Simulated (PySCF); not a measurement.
Excitation energy of Re²⁺ by level of theory

Re²⁺ [Xe] 4f14 5d5 (6S) → Re²⁺ [Xe] 4f14 5d4 6s1 (6D), as a difference of total energies. All numbers are calculated (PySCF 2.14, a scalar-relativistic core potential, in aug-cc-pVTZ-PP with ECP60MDF (6s6p5d3f2g, 88 functions)). Correlated levels: valence: 5s2 5p6 frozen. The calculations carry no spin-orbit coupling.

| method | excitation energy (eV) |
| --- | --- |
| UHF | 2.693 |
| LDA | 2.219 |
| PBE | 2.354 |
| PBE0 | 2.554 |
| r2SCAN | 2.374 |
| wB97X-V | 2.581 |
| revPBE | 2.396 |
| BLYP | 2.208 |
| TPSS | 2.377 |
| MP2 (valence) | 2.763 |
| SCS-MP2 (valence) | 2.716 |

Task: How much does correlation contribute at MP2 (valence)?

Result: 2.763 − (2.693) = 0.070 eV, measured against UHF.
